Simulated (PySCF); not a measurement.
Species: C4H9ClSi.
Z-matrix (Å and degrees, GFN2-xTB geometry), rows numbered from 1:
```
Cl
C   1  1.7928
C   2  1.5216  1  108.70
C   3  1.5318  2  108.72  1   -67.93
Si  4  1.9083  3  105.12  2   -32.45
C   2  1.5193  1  108.50  3  -117.85
H   2  1.0935  1  105.60  3   120.55
H   3  1.0929  2  107.48  1   173.14
H   3  1.0915  2  110.95  1    55.34
H   4  1.0881  3  110.47  2  -156.23
H   4  1.0894  3  109.60  2    86.36
H   5  1.4615  4  113.27  3   124.18
H   5  1.4654  4  113.38  3  -107.35
H   6  1.0875  2  110.96  1   -46.95
H   6  1.0908  2  108.53  1  -164.41
```

Definitions: NICS(0) = −σiso at the ring centroid; NICS(1) = −σiso and NICS(1)zz = −σzz at ±1 Å along the ring normal z. Level: GIAO PBE0/pcSseg-1 (PySCF, non-relativistic, gas phase) on the GFN2-xTB geometry, one conformer.

Ring bond lengths (Å), with Mayer bond orders in brackets: C2–C3 1.522 (0.99), C3–C4 1.532 (1.02), C4–Si5 1.908 (0.92), Si5–C6 1.909 (0.90), C6–C2 1.519 (0.98).

Give the NICS values of each ring in ppm.

| ring | type | NICS(0) | NICS(1), two faces | NICS(1)zz, two faces | rms pucker (Å) | centre to ring atoms, mean (Å) |
| --- | --- | --- | --- | --- | --- | --- |
| C2–C3–C4–Si5–C6 | 5-membered ring with Si; formal bonds all single | -5.0 | -3.9 / -5.6 | -4.4 / -8.3 | 0.19 | 1.40 |

What can be read from them?

- C2–C3–C4–Si5–C6: mean NICS(1)zz -6.4 ppm, shielded. C2, C3, C4, Si5, C6 have four or more neighbours, and the NICS criterion for π rings isn't applied. The two faces differ by 3.9 ppm, so no symmetry operation interchanges them.

At the first NICS(1) probe listed for ring C2–C3–C4–Si5–C6, 1 Å off the ring, how large is the induced field along the normal in 7.05 T applied along it?

NICSzz × B0 = -4.4 ppm × 7.05 T = -31 μT, against the applied field.

List the ring angles and the Hirshfeld charges of the ring atoms.

- C2–C3–C4–Si5–C6: C2 108.5° (+0.013 e), C3 108.7° (-0.076 e), C4 105.1° (-0.166 e), Si5 93.4° (+0.334 e), C6 103.7° (-0.171 e); sum 519.5° against 540° for a flat convex ring.
